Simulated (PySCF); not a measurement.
MgF2, SMILES [F][Mg][F]. Atoms are numbered in the order given.

```xyz
3

Mg     0.0000     0.0000     0.0000
F      0.0000     0.0000    -1.7532
F      0.0000     0.0000     1.7532
```
Charge 0, spin multiplicity 1.

Geometry optimised at ωB97X-D3(BJ)/def2-TZVP. The isomer is the one that the SMILES or the coordinates give; other isomers of the formula were not compared.

All values below come from ωB97X-D3(BJ)/def2-TZVP (PySCF 2.14.0).

Frequencies are harmonic and unscaled.

Modes within 1.5 cm⁻¹ of each other (mostly degenerate sets) share a row, with their intensities summed.

**Question.** Give all harmonic wavenumbers and intensities. (The exact figures need the calculation; the answer reports its results.)

**Answer.** 
```tsv
mode	ν (cm⁻¹)	IR (km/mol)	Raman (Å⁴/amu)	depolarisation	moving atoms (share of kinetic energy)
1–2	160	274.0	0.0	–	Mg 61 %, F 39 %
3	561	0.0	3.5	0.09	F 100 %
4	875	158.7	0.0	–	Mg 61 %, F 39 %
```
